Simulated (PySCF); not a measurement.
AlH2, SMILES [AlH2+], charge +1. Geometry: B3LYP-D3(BJ)/def2-TZVPD. The spin state was assumed, not searched. The isomer is the one that the SMILES or the coordinates give; other isomers of the formula were not compared.

Level of theory: B3LYP-D3(BJ)/def2-TZVPD in PySCF.

Harmonic wavenumbers (cm⁻¹): 557, 557, 2012, 2109. Rotational constants (GHz): 104.4 (linear); symmetry number 2.

Problem. Work out the zero-point energy and the ideal-gas rigid-rotor harmonic-oscillator thermochemistry at 298.15 K and 1 atm.

Solution. ZPE = ½ Σ hcν = ½ × 5234 cm⁻¹ = 7.48 kcal/mol. H − E(el) = 9.79 kcal/mol. Entropy in cal/(mol K): translation 36.03, rotation 8.73, vibration 1.06, total 45.82. G − E(el) = -3.87 kcal/mol. Cp = 9.22 cal/(mol K).
